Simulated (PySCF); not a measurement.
Excitations are Tamm–Dancoff values on a coarser integration grid. The basis has no diffuse functions, so Rydberg states are missing or too high.

# C$_{9}$H$_{9}$NSi, SMILES `[SiH3]c1cccc2ncccc12` (charge 0, multiplicity 1)

The numbers are results of PySCF with PBE-D3(BJ)/def2-TZVP // PBE-D3(BJ)/def2-SVP, not measurements.

HOMO: -5.97 eV
dipole moment: 0.206 e·Å
HOMO–LUMO gap: 3.27 eV
LUMO: -2.70 eV
S1 excitation (TDA): 3.41 eV
S1 oscillator strength: 0.000
brightest of the four lowest singlets (TDA): 4.10 eV
T1 excitation (TDA): 2.92 eV
S1–T1 gap (TDA): 0.49 eV
total energy: -18833.81 eV
cost: very roughly 30 core-minutes

```xyz
20

Si     2.7526    -0.6081     0.1029
C      1.1448     0.3864     0.0954
C      1.2003     1.7767     0.2130
C      0.0236     2.5739     0.2132
C     -1.2230     1.9826     0.0953
C     -1.3416     0.5665    -0.0279
N     -2.5952     0.0340    -0.1414
C     -2.7057    -1.2800    -0.2558
C     -1.5983    -2.1731    -0.2678
C     -0.3212    -1.6487    -0.1536
C     -0.1433    -0.2408    -0.0278
H      2.9247    -1.3921    -1.1718
H      2.7904    -1.5910     1.2438
H      3.8964     0.3566     0.2459
H      2.1770     2.2773     0.3085
H      0.1110     3.6671     0.3081
H     -2.1542     2.5675     0.0917
H     -3.7312    -1.6839    -0.3460
H     -1.7638    -3.2562    -0.3661
H      0.5566    -2.3149    -0.1597
```
